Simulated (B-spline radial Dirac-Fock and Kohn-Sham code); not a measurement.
**K-line shifts caused by a second vacancy in Fe⁴⁺**

System: the Fe⁴⁺ ion, [Ar] 3d4.

Method: ΔSCF Dirac-Fock with Breit, self-energy and vacuum polarisation, finite nucleus, configuration average. Computed with a radial B-spline solver. Each two-hole energy is an average over J within one jj subconfiguration, not an observable level; in light atoms, where LS coupling holds, the j-resolved values are not observed lines, and for a K spectator the Kα1 hypersatellite is nearly forbidden. Electron correlation is not included.

Lines without a spectator: Kα2 (K-L2) 6388.5 eV, Kα1 (K-L3) 6400.7 eV, Kβ3 (K-M2) 7059.7 eV, Kβ1 (K-M3) 7061.4 eV. Shifts in eV with one spectator hole (a dash: not computed, or left out as unreliable):

| spectator hole | Kα2 | Kα1 | Kβ3 | Kβ1 |
| --- | --- | --- | --- | --- |
| K (1s) | +272.5 | +274.6 | +341.7 | +342.1 |
| L2 (2p1/2) | +25.01 | +30.7 | – | +71.8 |
| L3 (2p3/2) | +28.59 | +27.37 | +69.5 | – |
| M2 (3p1/2) | – | +2.39 | +6.82 | +8.46 |
| M3 (3p3/2) | +2.19 | – | +8.09 | +7.66 |

With n spectator holes in 2p, averaged over the 2p shell (energies in eV):

```
n    KαLⁿ   step  hypersatellite KαʰLⁿ
0  6396.6      –                6670.5
1  6425.0  +28.4                6700.2
2  6454.6  +29.6                6731.0
3  6485.5  +30.8                6763.1
4  6517.5  +32.1                6796.5
5  6550.8  +33.3                6831.0
```
